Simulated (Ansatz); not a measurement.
InGaN₂⁺. Charge 1, multiplicity 2. Geometry PBE-D4/def2-SVP, that of the neutral singlet; atoms count from 1.

Cartesian coordinates in Å:
```
Ga 0.088 0.381 -2.132
In -0.093 -0.405 2.263
N 0.517 -0.328 -0.105
N -0.512 0.352 -0.026
```

In the def2 sets In takes a core potential; there is no spin–orbit coupling. The structure comes from a short search, and lower isomers may exist.

(1) Estimate the Mulliken populations from the PBE0/def2-TZVP orbitals of Ansatz.

(2) Where does the spin sit?

(3) And the Mayer bond orders between heavy atoms (over 0.3)?

Answers

(1) 
| atom | charge (e) | spin (α − β) |
| --- | --- | --- |
| Ga1 | 0.55 | 0.10 |
| In2 | 0.73 | 0.07 |
| N3 | -0.14 | 0.42 |
| N4 | -0.14 | 0.42 |
Mulliken values depend strongly on the basis.

(2) Summed by element: Ga 0.10, In 0.07, N 0.83, of 1 unpaired in all. Largest on single atoms: N4 0.42, N3 0.42, Ga1 0.10.

(3) Ga1–N3 0.31 (2.19 Å); Ga1–N4 0.31 (2.19 Å); N3–N4 2.02 (1.24 Å).
